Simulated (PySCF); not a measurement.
These compounds are isomers of formula C2H12NPSi3.

A. SMILES C/N=C/[SiH2]P([SiH3])[SiH3]
B. `P[Si@H]1CC[SiH2]N[SiH2]1`
C. `InChI=1S/C2H12NPSi3/c4-7-5-2-1-3-6-7/h3,7H,1-2,4-6H2/t7-/m1/s1`

Spectrum 1. ¹H NMR (300 MHz, computed): δ 5.21 (m, 1H), 5.12 (m, 1H), 4.98 (m, 1H), 4.74 (m, 1H), 4.40 (m, 1H), 1.84 (m, 1H), 1.23 (m, 1H), 1.18 (m, 1H), 1.06 (m, 1H), 0.82 (m, 2H), -0.59 (br s, 1H). ¹³C{¹H} NMR (computed): δ 12.9 (CH2), 12.6 (CH2).

Spectrum 2. ¹H NMR (300 MHz, computed): δ 5.56 (m, 1H), 5.13 (m, 1H), 4.30 (m, 1H), 4.14 (m, 1H), 4.08 (m, 1H), 3.32 (m, 1H), 2.58 (m, 1H), 1.02 (m, 2H), 0.89 (m, 1H), 0.72 (m, 1H), 0.05 (br s, 1H). ¹³C{¹H} NMR (computed): δ 44.8 (CH2), 14.4 (CH2).

Spectrum 3. ¹H NMR (300 MHz, computed): δ 8.63 (m, 1H), 4.64 (m, 2H), 4.05 (m, 6H), 3.86 (s, 3H). ¹³C{¹H} NMR (computed): δ 176.4 (CH), 57.9 (CH3).

[PySCF: geometry: GFN2-xTB; GIAO PBE0/pcSseg-1 shieldings; no relativistic terms; one computed conformer; no solvent model; rapidly exchanging positions averaged]

Shifts are taken against calculated references (same method and geometry level): TMS for ¹H (σref 31.72) and ¹³C (σref 186.93). Splittings of carbon signals by F and P are missing where no couplings were computed. Where no couplings were computed, multiplicities follow the n + 1 count of equivalent neighbours, and m marks all less simple cases (inequivalent or close neighbours, rings, F or P nearby). Shifts are as computed. Against solution values, carbons near 30 ppm lie about +3 ppm off and those near 130 ppm about +5 ppm. Of 1309 compounds with measured shifts, 239 miss one by over three times the rms of a fit or turn the order of signals round; such compounds aren't used in these exercises. OH and NH positions are gas-phase values without hydrogen bonding to other molecules.

Problem. Which spectrum belongs to which compound?

Solution. 1–B, 2–C, 3–A.

- Spectrum 1 (B): 2 ¹³C signals; δH -0.59 is the hydrogen on a nitrogen bonded to 2 Si, in a 6-membered ring; δC 12.9 is an sp3 CH2 bonded to Si.
- Spectrum 2 (C): 2 ¹³C signals; δC 44.8 is an sp3 CH2 bonded to N; δH 3.32 is the hydrogen on an sp3 CH2 bonded to N.
- Spectrum 3 (A): 2 ¹³C signals; δC 57.9 is a methyl carbon bonded to N; δH 3.86 is the hydrogen on a methyl carbon bonded to N.
